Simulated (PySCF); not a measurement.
Hexafluorocyclopropane, C3F6.
Atom-mapped SMILES: `[F:1][C:2]1([F:3])[C:4]([F:5])([F:6])[C:7]1([F:8])[F:9]`

The same species was optimised twice, with GFN2-xTB and with PBE0-D3(BJ)/def2-SVP (PySCF), and the same property calculations (PySCF, gas phase) were run on both structures.

```tsv
coordinate	GFN2-xTB	PBE0-D3(BJ)/def2-SVP	change
F1–C2 (Å)	1.332	1.323	-0.009
C4–F6 (Å)	1.332	1.323	-0.009
C7–F9 (Å)	1.332	1.323	-0.009
C2–F3 (Å)	1.332	1.323	-0.009
C4–F5 (Å)	1.332	1.323	-0.009
C7–F8 (Å)	1.332	1.323	-0.009
C2–C4 (Å)	1.521	1.517	-0.004
C2–C7 (Å)	1.521	1.518	-0.003
C4–C7 (Å)	1.521	1.518	-0.003
F5–C4–F6 (°)	110.7	112.9	+2.2
F1–C2–F3 (°)	110.7	112.9	+2.2
F8–C7–F9 (°)	110.7	112.8	+2.1
C2–C4–F5 (°)	119.6	118.6	-1.0
F1–C2–C4 (°)	119.6	118.7	-0.9
F3–C2–C7 (°)	119.5	118.6	-0.9
C2–C7–F8 (°)	119.5	118.6	-0.9
C4–C7–F8 (°)	119.6	118.7	-0.9
```

Rotational constants: A = 1667, B = 1666, C = 1519 MHz (GFN2-xTB) against A = 1688, B = 1686, C = 1568 MHz (PBE0-D3(BJ)/def2-SVP). Point groups within 0.08 Å: D3h and D3h. Atoms that the bonding makes alike are paired by their places after alignment.

On the GFN2-xTB structure: lowest singlet, TDDFT (eV) 7.04 [PBE0/def2-SVPD]; lowest triplet, Tamm–Dancoff (eV) 6.35 [PBE0/def2-SVPD]; isotropic polarisability (au) 39.8 [PBE0/def2-SVPD]; HOMO (eV) -9.81 [PBE0/def2-SVPD]; LUMO (eV) -0.91 [PBE0/def2-SVPD]; HOMO (eV) -9.62 [PBE0/pcSseg-1]; LUMO (eV) -0.57 [PBE0/pcSseg-1]; GIAO shielding of F1 (×6) (mean) (ppm) 341.8 [PBE0/pcSseg-1]; GIAO shielding of C2/C4/C7 (mean) (ppm) 76.7 [PBE0/pcSseg-1].

Task: What do these properties become on the PBE0-D3(BJ)/def2-SVP structure?

Result: 
| property | level | on GFN2-xTB | on PBE0-D3(BJ)/def2-SVP | change |
| --- | --- | --- | --- | --- |
| lowest singlet, TDDFT (eV) | PBE0/def2-SVPD | 7.04 | 7.32 | +0.28 |
| lowest triplet, Tamm–Dancoff (eV) | PBE0/def2-SVPD | 6.35 | 6.64 | +0.29 |
| isotropic polarisability (au) | PBE0/def2-SVPD | 39.8 | 39.2 | -0.6 |
| HOMO (eV) | PBE0/def2-SVPD | -9.81 | -9.64 | +0.17 |
| LUMO (eV) | PBE0/def2-SVPD | -0.91 | -0.46 | +0.45 |
| energy, GFN2-xTB geometry as zero (kcal/mol) | PBE0/def2-SVPD | 0.0 | -0.6 | -0.6 |
| HOMO (eV) | PBE0/pcSseg-1 | -9.62 | -9.45 | +0.17 |
| LUMO (eV) | PBE0/pcSseg-1 | -0.57 | -0.08 | +0.49 |
| energy, GFN2-xTB geometry as zero (kcal/mol) | PBE0/pcSseg-1 | 0.0 | -0.4 | -0.4 |
| GIAO shielding of F1 (×6) (mean) (ppm) | PBE0/pcSseg-1 | 341.8 | 349.9 | +8.1 |
| GIAO shielding of C2/C4/C7 (mean) (ppm) | PBE0/pcSseg-1 | 76.7 | 79.2 | +2.5 |

The heavy atoms differ by 0.024 Å rms after alignment (one structure mirrored). Among bonds between heavy atoms F1–C2, C2–F3, C4–F5, C4–F6, C7–F8 and C7–F9 change most and about equally (-0.009 Å). Changes are differences of the printed values. Neither structure is proved a minimum here.
